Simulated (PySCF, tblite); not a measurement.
Isomers of C4H10F3NSi2, one GFN2-xTB conformer each. Single-point energies are computed at PBE0/pcSseg-1 (PySCF, gas phase, no added dispersion term), electronic only.

Question: Rank them by PBE0/pcSseg-1 energy, lowest first (kJ/mol).
A. `[F:1][CH:2]([F:3])[Si@H:4]([NH:5][SiH3:6])[C:7]1([F:8])[CH2:9][CH2:10]1` with F1–C2–Si4–N5 60°, C2–Si4–N5–Si6 -163°, C2–Si4–C7–F8 180°
B. `[F:1][C:2]([F:3])([F:4])[CH2:5][N:6]1[SiH2:7][CH2:8][CH2:9][SiH2:10]1` with C2–C5–N6–Si7 94°, C5–N6–Si7–C8 -175°, N6–Si7–C8–C9 -22°, Si7–C8–C9–Si10 36°, C8–C9–Si10–N6 -33°
C. `[CH3:1][N:2]([SiH3:3])[CH2:4][SiH2:5][C:6]([F:7])=[C:8]([F:9])[F:10]` with C1–N2–C4–Si5 -66°, N2–C4–Si5–C6 -161°, C4–Si5–C6–F7 -57°
D. `[F:1][C:2]([F:3])([F:4])[Si@@:5]1([CH2:6][SiH3:7])[CH2:8][CH2:9][NH:10]1` with C2–Si5–C6–Si7 63°
E. `[CH2:1]=[CH:2][Si@@H:3]([NH:4][CH2:5][SiH3:6])[C:7]([F:8])([F:9])[F:10]` with C1–C2–Si3–N4 107°, C2–Si3–N4–C5 -60°, Si3–N4–C5–Si6 -92°

Answer: B (0.0), D (104.9), A (176.4), E (192.4), C (315.3).

As drawn, the highest has a C=C bond outside aromatic rings, which the lowest lacks. GFN2-xTB itself gives, in the same order: 0.0, 188.2, 117.4, 218.3, 205.6. Both levels put the same isomer lowest; measured from each level's own lowest isomer, the values differ by up to 109.7 kJ/mol (CN([SiH3])C[SiH2]C(F)=C(F)F: 205.6 against 315.3).

Which frontier levels, dipoles and rotational constants go with these structures?

```csv
SMILES,"HOMO (eV, PBE0/pcSseg-1)",LUMO (eV),dipole (D),"A, B, C (MHz)"
FC(F)(F)CN1[SiH2]CC[SiH2]1,-7.22,0.35,2.49,"1838, 637.5, 543.3"
FC(F)(F)[Si@@]1(C[SiH3])CCN1,-6.93,0.14,3.26,"1052, 855.1, 583.3"
FC(F)[Si@H](N[SiH3])C1(F)CC1,-7.53,-0.04,1.68,"1174, 745.1, 543.3"
C=C[Si@@H](NC[SiH3])C(F)(F)F,-6.89,-0.87,3.30,"1247, 550.1, 434.9"
CN([SiH3])C[SiH2]C(F)=C(F)F,-6.36,0.00,2.06,"1829, 367.2, 353.6"
```

What happens when harmonic zero-point energies from GFN2-xTB frequencies are added?

```csv
SMILES,ZPE (kJ/mol),electronic (kJ/mol),with ZPE (kJ/mol)
FC(F)(F)CN1[SiH2]CC[SiH2]1,355.0,0.0,0.0
FC(F)(F)[Si@@]1(C[SiH3])CCN1,354.0,104.9,103.9
FC(F)[Si@H](N[SiH3])C1(F)CC1,346.6,176.4,168.0
C=C[Si@@H](NC[SiH3])C(F)(F)F,342.1,192.4,179.5
CN([SiH3])C[SiH2]C(F)=C(F)F,338.3,315.3,298.6
```

The zero-point energies span 16.7 kJ/mol. The order is unchanged.
